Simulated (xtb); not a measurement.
C₄H₉S₂, doublet, geometry from GFN2-xTB. Base run: GFN2-xTB (xtb).

Here is a job for xtb.
```
$ xtb mol.xyz --gfn 2 --uhf 1 --json

# file mol.xyz
15

C     -1.26784722    -1.33145306     0.19153941
C     -0.82684775    -0.05778155    -0.50922530
C     -0.10273150    -0.35577324    -1.81101154
C     -1.98270467     0.90887361    -0.71074882
S      0.37149531     0.84791148     0.62925997
S      1.86660400    -0.35855890     0.91132312
H     -0.40994909    -1.96744072     0.40395888
H     -1.77105387    -1.10216406     1.12889812
H     -1.95570209    -1.88521390    -0.44473108
H      0.21989726     0.56507879    -2.29306335
H     -0.76567524    -0.88867324    -2.49009822
H      0.77225735    -0.97744896    -1.62796688
H     -2.45375456     1.14868409     0.24000249
H     -1.63563018     1.83378981    -1.16615462
H     -2.72919166     0.46055227    -1.36349716
```

The base run was repeated with changes; each row names its change, and settings that it needs were set with it.

| change | ΔE vs base (kJ/mol) | dipole (D) | G_solv (kcal/mol) | SCF cycles |
|---|---|---|---|---|
| base | 0.00 | 3.62 | - | 12 |
| acc = 0.1 | 0.00 | 3.62 | - | 13 |
| alpb = acetonitrile | -26.7 | 4.11 | -6.72 | 12 |
| etemp = 3000 | -14.29 | 3.60 | - | 11 |
| acc = 1000 | 0.01 | 3.60 | - | 6 |
| gbsa = acetonitrile | -24.69 | 4.17 | -6.34 | 11 |

ALPB and GBSA are two models with their own fitted parameters for each solvent, which aren't always the measured dielectric constant.
